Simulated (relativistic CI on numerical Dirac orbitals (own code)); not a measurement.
**Mo²⁺: M2,3 absorption edge**

Computed with this model: Dirac-Coulomb-Breit CI, orbitals from a KLI potential per configuration, QED by a radiative potential, multiplet model of core-to-valence dipole absorption, unscaled Slater integrals; configurations [Kr] 4d4 → [Ne] 3s2 3p5 3d10 4s2 4p6 4d5; 300 K; Lorentzian 2 eV and Gaussian 0.4 eV FWHM. Energies are those of the free ion, without screening or charge transfer. The branching ratio is the share of the lower-energy edge in the whole absorption, uncertain by about 0.02 where the edges overlap. S is read from ⟨S²⟩ = S(S + 1).

Field parameters in Wybourne normalisation: Oh B⁴₀ = 21Dq, B⁴₄ = √(5/14) B⁴₀. The field is a parameter set, without covalency.

Case Oh, 10Dq = 28400 cm⁻¹, the dichroism is that of the ground state at zero temperature, magnetised by exchange field 10 meV on Sz. The dichroism I(Δm = −1) − I(Δm = +1), over the sum of the three polarisations, integrates to -0.0193 on the lower edge and -0.0021 on the upper edge. The branching ratio is 0.766.

(1) Use the orbital sum rule with 6 holes to get ⟨Lz⟩.

Answers

(1) For a p → d edge ⟨Lz⟩ = 2 × n_h × (sum of both integrals) in this sign convention = -0.26; the ground state itself has ⟨Lz⟩ = -0.26 and ⟨Sz⟩ = -0.27. The rule assumes one radial integral for both edges, which relativistic orbitals only approach.
